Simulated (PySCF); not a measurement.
Compound: C₇H₁₅OP.
Cartesian coordinates in Å at the GFN2-xTB level; atoms count from 1:
```
atom  x, y, z in Å
C1    -3.0928   -0.4204   -0.8543
C2    -1.7220    0.1638   -1.1555
P3    -0.5672   -0.2116    0.2342
C4    -1.0655    0.8715    1.6292
O5    -0.5314   -1.6334    0.5970
C6     1.0556    0.4550   -0.3303
C7     1.7362   -0.4323   -1.3841
C8     2.9871   -0.5078   -0.4979
C9     2.2061    0.1571    0.6439
H10   -3.7372   -0.3768   -1.7303
H11   -2.9832   -1.4603   -0.5520
H12   -3.5763    0.1216   -0.0438
H13   -1.2943   -0.3132   -2.0417
H14   -1.7728    1.2383   -1.3310
H15   -0.3325    0.7442    2.4238
H16   -1.1210    1.9162    1.3408
H17   -2.0320    0.5292    1.9937
H18    0.9762    1.5036   -0.6151
H19    1.8710    0.0079   -2.3705
H20    1.2354   -1.3955   -1.4822
H21    3.3564   -1.5092   -0.2920
H22    3.8075    0.1052   -0.8667
H23    1.9074   -0.5534    1.4146
H24    2.6777    1.0201    1.1110
```

NICS is the negative of the GIAO shielding at a point without a nucleus: at the ring centre (0) and 1 Å above and below it (1); zz is the component along the ring normal. Level: GIAO PBE0/pcSseg-1 (PySCF, non-relativistic, gas phase) on the GFN2-xTB geometry, one conformer.

Ring bond lengths (Å), with Mayer bond orders in brackets: C6–C7 1.537 (0.99), C7–C8 1.535 (1.06), C8–C9 1.535 (1.06), C9–C6 1.537 (0.99).

What do the NICS probes read (ppm)?

```tsv
ring	type	NICS(0)	NICS(1), two faces	NICS(1)zz, two faces	rms pucker (Å)	centre to ring atoms, mean (Å)
C6–C7–C8–C9	4-membered carbocycle; formal bonds all single	0.9	0.6 / -0.3	5.1 / 5.6	0.07	1.08
```

What do they say, and how far can they be read as aromaticity?

- C6–C7–C8–C9: mean NICS(1)zz 5.4 ppm, deshielded. C6, C7, C8, C9 have four or more neighbours, and the NICS criterion for π rings isn't applied.

What is the mean of the two in-plane components of NICS at the second NICS(1) probe listed for ring C6–C7–C8–C9, 1 Å off the ring?

The isotropic value is a third of the trace: (3 × -0.3 − (5.6))/2 = -3.2 ppm.

How shielded are the nuclei of the rings and their hydrogens (means over atoms taken as equivalent)?

```json
{"atoms": "C6", "environment": "sp3 carbon bound to phosphorus", "σ isotropic (ppm)": "152.4", "principal values of the symmetric part, first atom (ppm)": "139.4, 154.2, 163.5"}
{"atoms": "C7", "environment": "four-membered-ring carbon", "σ isotropic (ppm)": "168.6", "principal values of the symmetric part, first atom (ppm)": "151.8, 168.2, 185.8"}
{"atoms": "C8", "environment": "four-membered-ring carbon", "σ isotropic (ppm)": "167.5", "principal values of the symmetric part, first atom (ppm)": "156.0, 165.8, 180.8"}
{"atoms": "C9", "environment": "four-membered-ring carbon", "σ isotropic (ppm)": "168.3", "principal values of the symmetric part, first atom (ppm)": "151.9, 167.8, 185.3"}
{"atoms": "H18", "environment": "methine hydrogen", "σ isotropic (ppm)": "29.59", "principal values of the symmetric part, first atom (ppm)": "26.5, 29.9, 32.4"}
{"atoms": "H19", "environment": "methylene hydrogen", "σ isotropic (ppm)": "29.84", "principal values of the symmetric part, first atom (ppm)": "25.5, 27.7, 36.3"}
{"atoms": "H20", "environment": "methylene hydrogen", "σ isotropic (ppm)": "29.08", "principal values of the symmetric part, first atom (ppm)": "25.5, 29.6, 32.2"}
{"atoms": "H21", "environment": "methylene hydrogen", "σ isotropic (ppm)": "29.69", "principal values of the symmetric part, first atom (ppm)": "25.9, 26.6, 36.6"}
{"atoms": "H22", "environment": "methylene hydrogen", "σ isotropic (ppm)": "29.50", "principal values of the symmetric part, first atom (ppm)": "26.2, 26.8, 35.5"}
{"atoms": "H23", "environment": "methylene hydrogen", "σ isotropic (ppm)": "29.08", "principal values of the symmetric part, first atom (ppm)": "25.5, 29.3, 32.4"}
{"atoms": "H24", "environment": "methylene hydrogen", "σ isotropic (ppm)": "29.80", "principal values of the symmetric part, first atom (ppm)": "25.6, 27.5, 36.3"}
```
